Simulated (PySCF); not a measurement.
CH₄BNO₂Si, SMILES N#C[SiH2]B(O)O (B3LYP/def2-SVP optimised geometry):

```
10

N      2.115    -2.086     0.024
C      1.969    -0.933     0.015
Si     1.507     0.886     0.000
B     -0.537     0.886     0.000
O     -1.267    -0.260    -0.001
O     -1.165     2.086     0.000
H      2.132     1.495     1.207
H      2.129     1.473    -1.219
H     -0.750    -1.078     0.001
H     -2.132     2.000    -0.001
```

Computed with B3LYP/def2-TZVP (PySCF).

Question: What are the frontier orbital energies and the dipole moment?

Answer: HOMO-2 -9.73 eV, HOMO-1 -9.46 eV, HOMO -8.66 eV, LUMO -1.27 eV, LUMO+1 -0.67 eV; dipole moment 2.93 D.

Meta-Löwdin charges at B3LYP/def2-TZVP: N1 -0.19, C2 -0.15, Si3 0.47, B4 0.29, O5 -0.51, O6 -0.50, H7 -0.07, H8 -0.07, H9 0.37, H10 0.35.
